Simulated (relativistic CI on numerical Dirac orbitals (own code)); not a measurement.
## Ru⁷⁺: 4s photoemission

Computed with this model: Dirac-Coulomb-Breit CI, KLI orbitals optimised for each configuration, a model potential for QED, valence Slater integrals scaled by 0.7, multiplet model of photoemission in the sudden approximation; configurations [Kr] 4d → [Ar] 3d10 4s 4p6 4d; 300 K; Lorentzian 2 eV and Gaussian 0.6 eV FWHM. Energies are those of the free ion, without screening or charge transfer. The energies are binding energies and can lie tens of eV above those of solids. Without intra-shell correlation the exchange splitting of an s hole comes out too large, often by half or more. S is read from ⟨S²⟩ = S(S + 1).

free ion: ground-state S = 0.50, centroid 197.77 eV. Peaks (eV, height): 197.2 (100), 200.2 (34).

Strongest unbroadened transitions for free ion:

| Energy (eV) | Relative strength |
| --- | --- |
| 197.00 | 87.7 |
| 197.21 | 100.0 |
| 200.44 | 46.2 |
